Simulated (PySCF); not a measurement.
Property card for `[CH]1C=C2CC2=C[CH-]1` [radical]

Compound: C7H6 (charge -1 and doublet state).
Atom-mapped SMILES: `[CH:1]1[CH:2]=[C:3]2[CH2:4][C:5]2=[CH:6][CH-:7]1` (hydrogens: H8 on C1; H9 on C2; H10, H11 on C4; H12 on C6; H13 on C7)

PBE0-D3(BJ)/def2-SVP geometry optimisation, gas phase (PySCF):

* Point group: Cs
* Rotational constants A, B, C: 5.270, 3.212, 2.070 GHz

**UKS B3LYP, IGLO-III on C, pcH-1 on H, non-relativistic, mean-field spin-orbit, GIAO (PySCF)**

* Isotropic g value: 2.00267
* Principal g values: 2.00225, 2.00274, 2.00302
* Spin squared ⟨S²⟩: 0.758
* Largest Mulliken spin population: 0.48 on C2
* Largest isotropic hyperfine couplings (means over sets of like nuclei): 13C +116.5 (C4), 13C +34.6 (C2/C6), 1H -27.8 (H9/H12), 1H +16.2 (H10/H11), 13C -6.6 (C1/C7) MHz

Monoisotopic mass of the ion (most abundant isotopes, electron mass counted): 90.0475 u.

The rotational constants make it an asymmetric top with κ = (2B − A − C)/(A − C) = -0.29, nearer the prolate limit (−1). ⟨S²⟩ is 0.008 above the pure-spin value S(S + 1) = 0.75. At 9.50 GHz, hν = g·μB·B₀ (B₀ the magnetic field) puts the centre of the isotropic spectrum, to first order, at 338.9 mT. With B = h/(8π²I), that is 505.379 GHz u Å² over I, the principal moments of inertia are 95.9, 157.3 and 244.2 u Å² (most abundant isotopes); the inertial defect Ic − Ia − Ib is -9.0 u Å² (zero for a rigid planar frame, negative otherwise).

Geometry: PBE0-D3(BJ)/def2-SVP; no solvent or vibrations. Whether the extra electron is bound in the gas phase wasn't checked; a finite basis holds it in any case. The unpaired spin is shared among atoms: the largest Mulliken spin population is 0.48. Couplings of like nuclei are plain means over topologically equivalent atoms, as if these changed places fast (by rotation of a methyl-like group, say); in this geometry the members of some sets differ.
